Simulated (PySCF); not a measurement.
This PySCF input asks for the NMR shieldings of `O=CN(C)[C@@H]1C=N[SiH2]C1`, C₅H₁₀N₂OSi; the geometry comes from GFN2-xTB.

```python
import basis_set_exchange as bse
import numpy as np
from pyscf import gto, dft
from pyscf.prop import nmr

atoms = """
C     1.568513   -0.825436   -0.629101
N     1.174182    0.050619    0.445144
C     2.059490    0.627135    1.275885
O     1.778630    1.333602    2.214423
C    -0.246774    0.272107    0.649072
C    -0.982961   -1.045211    0.736139
N    -1.970863   -1.299045    0.002517
Si   -2.349058    0.021539   -1.082434
C    -0.907397    1.115591   -0.455697
H     1.036375   -0.563175   -1.544993
H     2.639509   -0.731370   -0.802990
H     1.337947   -1.867006   -0.387888
H     3.103924    0.383556    1.006420
H    -0.320716    0.775168    1.622334
H    -0.634196   -1.777147    1.459280
H    -3.668980    0.553050   -0.774544
H    -2.200279   -0.433897   -2.461314
H    -0.182709    1.353670   -1.231940
H    -1.244439    2.065501   -0.047773
"""
names = dict.fromkeys(["C", "N", "O", "Si", "H"], "pcSseg-1")
basis = {el: gto.basis.parse(bse.get_basis(n, elements=[el], fmt="nwchem")) for el, n in names.items()}
mol = gto.M(atom=atoms, basis=basis, charge=0, verbose=0)
mf = dft.RKS(mol, xc="PBE0")
mf.grids.level = 2
mf.grids.alignment = dft.numint.BLKSIZE   # the property module wants whole blocks of grid points
mf.conv_tol = 1e-9
mf.kernel()

calc = nmr.RKS(mf)   # GIAO
C = mf.mo_coeff
Co = C[:, mf.mo_occ > 0]
resp = mf.gen_response(singlet=True, hermi=2)
def vind(x):   # induced exchange potential for any number of trial vectors
    d = np.einsum("pi,xij,qj->xpq", C, 2 * x.reshape(-1, C.shape[1], Co.shape[1]), Co, optimize=True)
    return np.einsum("xpq,pi,qj->xij", resp(d - d.transpose(0, 2, 1)), C, Co, optimize=True).ravel()
mo1, _ = nmr.rhf.solve_mo1(calc, with_cphf=vind)
sigma = calc.kernel(mo1)
for i, s in enumerate(sigma):   # ppm
    print("%2d %-2s %9.2f" % (i, mol.atom_pure_symbol(i), np.trace(s) / 3))
```

**Question.** Give the expected output.

**Answer.** 
```
 0 C     155.71
 1 N     127.49
 2 C      24.33
 3 O     -75.56
 4 C     124.47
 5 C      -4.53
 6 N    -133.30
 7 Si    347.93
 8 C     177.87
 9 H      29.30
10 H      28.80
11 H      28.96
12 H      23.59
13 H      25.90
14 H      23.24
15 H      26.52
16 H      26.37
17 H      31.35
18 H      30.33
```

These numbers come from an equivalent density-fitted implementation of the same equations, which agrees with the script to about 0.01 ppm for H and up to a few tenths of a ppm for heavy atoms, so last digits may differ.

**Question.** Turn these shieldings into chemical shifts. Shifts are taken against calculated references (same method and geometry level): TMS for 13C (σ = 186.93 ppm) and 29Si (σ = 349.16 ppm) and 1H (σ = 31.72 ppm); 15N (σ = 267.73 ppm) vs NH3; 17O (σ = 336.08 ppm) vs H2O.

**Answer.** Averaging equivalent atoms: C 5: 191.5; C 2: 162.6; C 4: 62.5; C 0: 31.2; C 8: 9.1; N 6: 401.0; N 1: 140.2; O 3: 411.6; Si 7: 1.2; H 14: 8.48; H 12: 8.13; H 13: 5.81; H 16: 5.35; H 15: 5.20; H 9/10/11: 2.70; H 18: 1.39; H 17: 0.37 ppm. Unscaled 17O shifts of doubly bonded oxygen tend to come out too high, by tens of ppm or more. Experimental scales use liquid or dissolved standards, which lie at an offset from isolated NH3 (liquid NH3: subtract about 20 ppm) and H2O (liquid H2O: subtract about 36 ppm). Unscaled 15N shifts of sp2 nitrogen come out 20 to 40 ppm too high even then.

Size and cost of the density-fitted run: 210 basis functions, 45 s wall time on 1 thread of an Arm Neoverse V1, shared host; peak memory 1 GiB.
